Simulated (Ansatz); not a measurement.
Two isomers of C3H7NOSi: A = `C#COC(N)[SiH3]`, B = `C=C1O[Si]1(C)N`.

Computed with Ansatz on PBE0-D4/def2-TZVP structures; ΔE is electronic, products minus reactants. CCSD(T)/CBS adds triple-zeta CCSD(T) − MP2 to the extrapolated MP2 energy (def2 sets, frozen cores). DFT in def2-TZVPP. B3LYP here is the variant with VWN-RPA as its local correlation; programs differ in this. One conformer a species, not always the lowest.

(1) Which is lower in electronic energy at CCSD(T)/CBS, and by how much? (Best estimate.)

(2) Give E(B) − E(A) in kJ/mol with MP2/def2-TZVPP, ωB97M-V, B3LYP-D4, B2PLYP, CCSD/def2-TZVPP, r2SCAN-D4, PBE0-D4. (Estimate.)

Largest T1 diagnostic: 0.013.

## Answers

(1) Computed: B, by 350.5 kJ/mol.

(2) The calculation gave: MP2/def2-TZVPP -353.4, ωB97M-V -350.8, B3LYP-D4 -338.9, B2PLYP -342.9, CCSD/def2-TZVPP -343.1, r2SCAN-D4 -361.8, PBE0-D4 -352.8. None reverses the order clearly.

In def2-TZVPP, CCSD(T) changes the Hartree–Fock value by −19.8 kJ/mol (the triples alone add −0.2 kJ/mol) and MP2 by −29.8 kJ/mol. From PBE to PBE0 (25 % exact exchange), in def2-TZVPP and without D4, E(B) − E(A) moves by −8.0 kJ/mol.
